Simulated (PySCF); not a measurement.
C2H6Cl2Si. Atoms are numbered in the order given.

```xyz
11

C      0.0000     1.5712     1.3508
Si     0.0000     0.0000     0.3371
C      0.0000    -1.5712     1.3508
Cl     1.6889     0.0000    -0.8909
Cl    -1.6889     0.0000    -0.8909
H     -0.9013     1.6126     1.9954
H      0.0000     2.4600     0.6899
H      0.9013     1.6126     1.9954
H      0.0000    -2.4600     0.6899
H     -0.9013    -1.6126     1.9954
H      0.9013    -1.6126     1.9954
```
Charge 0, spin multiplicity 1.

The structure is a stationary point at PBE-D3(BJ)/def2-SVP. The isomer is the one that the SMILES or the coordinates give; other isomers of the formula were not compared.

Method: PBE-D3(BJ)/def2-SVP (PySCF).

Frequencies are harmonic and unscaled.

Q: List the normal modes with their intensities. (An estimate is asked for; the answer gives what the named calculation found.)

A: 
```
mode  ν (cm⁻¹)  IR (km/mol)  moving atoms (share of kinetic energy)
----  --------  -----------  --------------------------------------
1          152          0.0                                  H 98 %
2          153          1.4                 Cl 55 %, C 29 %, H 14 %
3          161          0.0                 C 45 %, H 28 %, Cl 28 %
4          163          0.0                                  H 99 %
5          209          0.9        H 30 %, C 30 %, Cl 29 %, Si 11 %
6          213          2.2        Cl 34 %, C 26 %, H 25 %, Si 16 %
7          227         11.0        C 31 %, Si 29 %, Cl 22 %, H 18 %
8          458         28.1                Cl 53 %, C 21 %, Si 18 %
9          543         94.9                Si 50 %, Cl 38 %, H 10 %
10         673         39.3                 C 46 %, Si 29 %, H 23 %
11         679          0.3                          H 64 %, C 29 %
12         731          0.0                          H 79 %, C 21 %
13         785         93.9                 Si 40 %, H 32 %, C 28 %
14         813        134.0                 H 63 %, C 21 %, Si 15 %
15         835         94.4                 H 64 %, C 23 %, Si 13 %
16        1218         36.8                          H 76 %, C 23 %
17        1222         14.2                          H 79 %, C 21 %
18        1370          2.8                                  H 96 %
19        1371          0.0                                  H 96 %
20        1377          3.6                                  H 96 %
21        1384          7.2                                  H 96 %
22        2980          0.0                                  H 97 %
23        2981          0.8                                  H 97 %
24        3082          0.0                           H 91 %, C 9 %
25        3083          2.8                           H 91 %, C 9 %
26        3093          0.7                           H 91 %, C 9 %
27        3093          0.0                           H 91 %, C 9 %
```
